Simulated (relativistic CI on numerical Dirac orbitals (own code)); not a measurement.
**Ir⁵⁺: 5d valence photoemission**

Computed with this model: Dirac-Coulomb-Breit CI, orbitals from a KLI potential per configuration, a model potential for QED, valence Slater integrals scaled by 0.9, multiplet model of photoemission in the sudden approximation; configurations [Xe] 4f14 5d4 → [Xe] 4f14 5d3; 300 K; Lorentzian 0.3 eV and Gaussian 0.5 eV FWHM. Energies are those of the free ion, without screening or charge transfer. The energies are binding energies and can lie tens of eV above those of solids. S is read from ⟨S²⟩ = S(S + 1).

Field parameters in Wybourne normalisation: D3d B²₀ = −7Dσ, B⁴₀ = −14Dq − 21Dτ, B⁴₃ = −14√(10/7) Dq. The field is a parameter set, without covalency.

free ion: ground-state S = 1.70, centroid 72.88 eV. Peaks (eV, height): 72.3 (100), 74.5 (23).

D3d, 10Dq = 18100, Dσ = -450, Dτ = 260 cm⁻¹: ground-state S = 1.36, centroid 73.01 eV. Peaks (eV, height): 72.0 (100), 73.7 (64).

Strongest unbroadened transitions for D3d, 10Dq = 18100, Dσ = -450, Dτ = 260 cm⁻¹:

| Energy (eV) | Relative strength |
| --- | --- |
| 72.02 | 100.0 |
| 72.07 | 90.8 |
| 73.62 | 62.3 |
| 73.71 | 54.5 |
| 74.19 | 12.5 |
| 74.46 | 11.7 |
| 74.95 | 0.8 |
| 75.03 | 1.2 |
| 75.33 | 4.1 |
| 75.83 | 0.9 |
| 75.86 | 1.9 |
| 76.23 | 5.4 |
| 76.53 | 1.4 |
| 76.59 | 0.6 |
| 76.98 | 0.7 |
| 77.14 | 0.6 |
| 77.60 | 0.5 |
| 77.94 | 0.7 |
